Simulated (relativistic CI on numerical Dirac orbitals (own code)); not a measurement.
Cu⁴⁺ in a cubic cluster: L2,3 absorption with charge transfer

Computed with a charge-transfer multiplet model of a cubic metal-ligand cluster with up to 2 ligand holes, Slater and spin-orbit integrals from Dirac-Coulomb-Breit ions, Slater integrals scaled by 0.9. The ground state mixes d7 with configurations of k ligand holes L, whose averages lie at kΔ + k(k − 1)U_dd/2; a core hole lowers each added d electron by U_cd. 300 K, Lorentzian 0.4 eV and Gaussian 0.3 eV FWHM.

Atomic integrals in eV (Slater integrals scaled, ζ unscaled), ground: F2dd 13.318, F4dd 8.350, zeta_d 0.120; with the core hole: F2dd 13.965, F4dd 8.759, zeta_d 0.150, zeta_core 13.370, F2cd 8.509, G1cd 6.600, G3cd 3.757.

Cluster parameters (eV): Δ = -1.4, U_cd = 9.7, 10Dq = 1, 10Dq(ligand) = 0.3, V(eg) = 3.65, V(t2g) = -1.84, final-state hopping factor = 1.

```csv
Case,n_d,d7,d8L,d9L2,S
U_dd = 5.6 eV,7.93,0.24,0.59,0.17,0.52
U_dd = 6.3 eV,7.91,0.25,0.59,0.16,0.52
U_dd = 7.7 eV,7.87,0.26,0.60,0.14,0.53
U_dd = 8.4 eV,7.86,0.27,0.60,0.13,0.53
U_dd = 9.8 eV,7.83,0.28,0.61,0.11,0.53
```

Weights, n_d and S are thermal averages at 300 K. Photon energies count from the first peak over 30 % of the highest in each spectrum, which can be another peak from case to case. The parameters are a model scan and need not match a compound or its usual spin state. Peaks in eV (height, largest 100):
- U_dd = 5.6 eV: 0.0 (100), 8.3 (6), 9.6 (16), 20.5 (58), 29.5 (8)
- U_dd = 6.3 eV: 0.0 (100), 9.9 (11), 20.6 (58), 29.7 (5)
- U_dd = 7.7 eV: 0.0 (33), 0.8 (100), 1.6 (64), 20.5 (14), 21.4 (61)
- U_dd = 8.4 eV: 0.0 (32), 0.9 (100), 1.8 (66), 20.5 (14), 21.6 (62), 22.8 (6)
- U_dd = 9.8 eV: 0.0 (33), 1.1 (100), 2.1 (80), 3.9 (10), 4.7 (6), 20.6 (14), 21.9 (61), 23.0 (10), 23.7 (6)

Curve for U_dd = 6.3 eV (points under 2 left out, the grid thinned):

(E (eV), Intensity): (-2.1, 2.2), (-1.7, 3.5), (-1.4, 5.7), (-1.1, 11.9), (-0.7, 35.2), (-0.3, 61.0), (0.0, 100.0), (0.3, 77.1), (0.7, 65.4), (1.1, 23.9), (1.4, 12.3), (1.7, 9.8), (2.1, 8.1), (2.5, 4.0), (2.8, 2.9), (3.1, 3.0), (3.5, 2.2), (7.3, 2.1), (7.6, 3.5), (7.9, 3.3), (8.3, 4.0), (8.7, 3.0), (9.0, 4.3), (9.3, 7.0), (9.7, 10.2), (10.1, 9.5), (10.4, 5.3), (10.7, 3.2), (18.9, 2.6), (19.3, 7.7), (19.6, 12.9), (19.9, 15.5), (20.3, 35.1), (20.7, 49.5), (21.0, 16.5), (21.3, 6.3), (21.7, 3.7), (22.1, 3.2), (22.4, 2.6), (22.7, 2.7), (28.5, 2.5), (29.4, 3.1), (29.7, 5.2), (30.0, 3.7), (30.4, 2.0)

For the case U_dd = 7.7 eV, Δ = -1.4 eV is smaller than U_dd = 7.7 eV, the charge-transfer side of the Zaanen-Sawatzky-Allen scheme (negative Δ: between configuration averages a ligand hole costs less than the nominal valence; multiplet and field energies can change this for the lowest states). With the core hole the configuration with one ligand hole lies at Δ + U_dd − U_cd = -5.5, -4.8, -3.4, -2.7, -1.3 eV from the one without, in the order of the table; where this is negative the screened configuration lies lower, though the effective hopping of about 5.3 eV (from the holes of the mixed ground state) mixes the two strongly wherever it is as large as the gap.
